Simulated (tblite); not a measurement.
C₆H₁₄O₂Si.
Cartesian coordinates in Å at the GFN2-xTB level; atoms count from 1:
```xyz
23
C6H14O2Si angstrom
C     -1.9533    1.2912   -0.0196
C     -1.1919   -0.0314    0.0564
C     -1.9390   -0.9792    0.9923
C     -1.1259   -0.6542   -1.3412
Si     0.5438    0.2888    0.7559
O      1.4212    1.2735   -0.2221
C      2.7356    0.8148   -0.3174
C      2.7376   -0.6946   -0.0021
O      1.5672   -0.9949    0.7005
H     -1.4367    1.9921   -0.6697
H     -2.0351    1.7412    0.9667
H     -2.9587    1.1314   -0.4081
H     -1.4128   -1.9262    1.0798
H     -2.9430   -1.1740    0.6158
H     -2.0246   -0.5464    1.9860
H     -0.6035   -1.6085   -1.3109
H     -0.6038    0.0066   -2.0303
H     -2.1314   -0.8257   -1.7258
H      0.5381    0.8032    2.1278
H      3.1081    1.0220   -1.3224
H      3.3522    1.3512    0.4110
H      3.6004   -0.9671    0.6101
H      2.7509   -1.2870   -0.9225
```

All values are computed: GFN2-xTB (tblite) harmonic vibrations without scaling, gas phase. This tight-binding method is rough: wavenumbers can miss measured ones by several per cent, in bad cases by 10 to 20. Modes of hydrogen on silicon can be 10 to 20 % off. One conformer, not necessarily the lowest.

Harmonic wavenumbers (cm⁻¹): 33.7, 74.9, 94.4, 116.5, 188.8, 213.7, 245.1, 258.5, 265.3, 270.1, 358.3, 382.7, 408.6, 495.7, 624.2, 634.3, 659.1, 762.7, 801.0, 836.7, 871.8, 903.1, 959.3, 967.0, 975.9, 976.1, 1036.6, 1039.0, 1092.1, 1097.0, 1119.3, 1196.2, 1201.4, 1227.5, 1228.9, 1253.2, 1301.1, 1315.4, 1403.9, 1410.1, 1429.9, 1474.1, 1489.2, 1494.4, 1497.1, 1501.9, 1509.5, 1510.6, 1519.2, 2257.8, 2915.9, 2929.9, 2956.2, 2968.4, 2996.9, 2999.9, 3005.5, 3021.9, 3027.4, 3030.6, 3036.1, 3040.6, 3043.4.

A = 2569, B = 976.3, C = 895.9 MHz; mass 146.076 u (most abundant isotopes); point group C1, symmetry number 1.

Question: Zero-point energy?

Answer: ½Σν̃ = 42478 cm⁻¹ = 508.15 kJ/mol.

Question: What is S at 350 K and 1 bar for an ideal gas of classical rigid rotors and harmonic oscillators?

Answer: Translation 174.35, rotation 124.80, vibration 169.10: S = 468.2 J/(mol K).

Question: And Cp and H(350 K) − H(0)?

Answer: Cp = 207.32 J/(mol K), of which vibrations give 174.07 (their classical limit is 63 R = 523.8); H(350 K) − H(0) = 42.45 kJ/mol without the zero-point energy, 30.81 from vibrations.

Question: Which modes carry the vibrational entropy at 350 K?

Answer: 33.7 cm⁻¹: 24.76; 74.9 cm⁻¹: 18.14; 94.4 cm⁻¹: 16.24; 116.5 cm⁻¹: 14.51; 188.8 cm⁻¹: 10.63; 213.7 cm⁻¹: 9.65 J/(mol K); the other 57 give 75.17 together.

Question: How do the functions run with temperature in this model?

Answer: 
```tsv
T (K)	S (J/(mol K))	Cp (J/(mol K))	H − H(0) (kJ/mol)	G − H(0) (kJ/mol)	ln q(vib)
100	299.7	86.7	5.80	-24.17	2.10
200	374.9	134.2	16.91	-58.06	5.18
300	438.3	182.4	32.71	-98.77	8.24
500	554.0	275.1	78.81	-198.18	14.27
800	705.5	369.2	176.66	-387.78	23.01
1000	792.6	410.6	254.85	-537.77	28.50
```

q(vib) and H(0) count from the zero-point level.

Question: Blend soft modes into free rotors: weight 1/[1 + (100 cm⁻¹/ν̃)⁴] for the oscillator and the rest for a rotor with moment μB/(μ + B), μ = h/(8π²ν), B = 10⁻⁴⁴ kg m². What vibrational entropy results?

Answer: 155.52 J/(mol K) in place of 169.10, which changes −T·S at 350 K by +4.75 kJ/mol.

Question: What must be added to the electronic energy to get the Gibbs energy at 350 K and 1 bar?

Answer: ZPE + [H(350 K) − H(0)] − T·S = 508.15 + 42.45 − 163.89 = 386.71 kJ/mol.

Hindered rotation and anharmonicity are outside this model. Other conformers, if any are populated, would add a mixing term that is left out. The structure is chiral; the term R ln 2 for an equal mix with its mirror image is left out.

The run took 0.9 s wall on an Arm Neoverse V2 with one thread, shared host with 96 logical CPUs at a one-minute load of 22. This covers the Hessian and the dipole derivatives.
